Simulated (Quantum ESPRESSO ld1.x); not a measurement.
The numbers below are computed, except where a source is named.
Problem. Species: Se IV. Configuration: [Ar] 3d10 4s2 4p1. Code: ld1.x of Quantum ESPRESSO 7.5. Model: scalar-relativistic Kohn-Sham, LDA (Slater exchange, Perdew-Zunger correlation), spin-polarised, spherical densities, point nucleus; open shells are filled with parallel spins first. Some entries of the table are withheld. Estimate them.

orbital,occ.,eigenvalue (eV),<r> (bohr)
1s up,1,-12521.1,0.04414
1s down,1,-12521.0,0.04414
2s up,1,-1641.52,0.1962
2s down,1,-1641.47,0.1962
2p up,3,-1449.82,0.1713
2p down,3,-1449.75,0.1713
3s up,1,-249.206,0.5749
3s down,1,-249.100,0.5748
3p up,3,-189.232,0.5898
3p down,3,-189.110,0.5896
3d up,5,-89.8159,0.6275
3d down,5,-89.6462,0.6259
4s up,1,(1),1.636
4s down,1,(2),1.635
4p up,1,-37.2201,(3)
4p down,0,-36.1633,(4)
4d up,0,-20.0139,(5)
4d down,0,-19.1980,(6)
5s up,0,-18.4105,3.608
5s down,0,-18.0427,3.659

Solution. 
(1) 4s up eigenvalue (eV): -50.1533
(2) 4s down eigenvalue (eV): -49.1044
(3) 4p up <r> (bohr): 1.871
(4) 4p down <r> (bohr): 1.877
(5) 4d up <r> (bohr): 2.609
(6) 4d down <r> (bohr): 2.666
